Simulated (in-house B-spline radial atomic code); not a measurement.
A fraction x of an electron is removed from 3p in Cr III (Cr2+), starting from [Ar] 3d4 and keeping the highest spin. All numbers are computed (non-relativistic LDA exchange-only, spin-polarised, spherical fractional occupations; point nucleus) with a radial B-spline atomic code at the basis-set limit, not measured.

```csv
x,E(x) - E(0) (eV),3p down level (eV)
0,0.0000,-61.616
0.03,1.8555,-62.083
0.19,11.9905,-64.616
0.28,17.8713,-66.070
0.39,?,?
0.5,32.8046,-69.705
0.52,?,?
0.75,50.7599,-73.958
0.76,51.5004,-74.130
0.94,65.1252,-77.265
1,69.7928,-78.322
```

(1) What belongs in the row x = 0.39?

(2) What belongs in the row x = 0.52?

(3) Check Janak's theorem between x = 0.03 and 0.19.

Answers

(1) An energy change of 25.2380 eV; 3p down at -67.874 eV.

(2) An energy change of 34.2021 eV; 3p down at -70.041 eV.

(3) The slope of the energy is 63.34 eV; the orbital levels give 63.35 eV (-ε of the emptying orbital, averaged over the two points).
